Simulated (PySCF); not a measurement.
Au2H6S2Si3, SMILES [Au][S][SiH2][SiH2][SiH2][S][Au], multiplicity 1.

The structure is a stationary point at B3LYP-D3(BJ)/def2-SVP. The multiplicity is an assumed one; no other spin state was optimised. The def2 effective core potentials stand for the cores of Au; spin–orbit coupling is left out. The values are those of a single conformer.

The numbers are results of PySCF with TDA-LC-ωPBE/def2-SVPD, not measurements.

Vertical excitations. The molecule is in vacuum. State labels are in the subgroup C2.

| state | symmetry | energy (eV) | λ (nm) | f | main pairs |
|---|---|---|---|---|---|
| S1 | A | 2.74 | 452 | 0.004 | HOMO→LUMO 49 %, HOMO−1→LUMO+1 40 % |
| S2 | B | 2.75 | 452 | 0.012 | HOMO→LUMO+1 48 %, HOMO−1→LUMO 41 % |
| S3 | B | 3.24 | 383 | 0.109 | HOMO−3→LUMO 36 %, HOMO−2→LUMO+1 27 %, HOMO−6→LUMO+1 12 %, HOMO−7→LUMO 8 % |
| S4 | A | 3.29 | 377 | 0.095 | HOMO−3→LUMO+1 33 %, HOMO−2→LUMO 27 %, HOMO−6→LUMO 12 %, HOMO−7→LUMO+1 8 % |
| S5 | B | 3.64 | 340 | 0.000 | HOMO−8→LUMO+1 40 %, HOMO−11→LUMO 25 %, HOMO−9→LUMO 19 % |
| S6 | A | 3.64 | 340 | 0.000 | HOMO−8→LUMO 43 %, HOMO−9→LUMO+1 25 %, HOMO−11→LUMO+1 20 % |
| T1 | A | 2.14 | 581 | 0 | HOMO→LUMO 45 %, HOMO−1→LUMO+1 38 % |
| T2 | B | 2.14 | 580 | 0 | HOMO→LUMO+1 44 %, HOMO−1→LUMO 39 % |
Triplets are in the Tamm–Dancoff approximation.
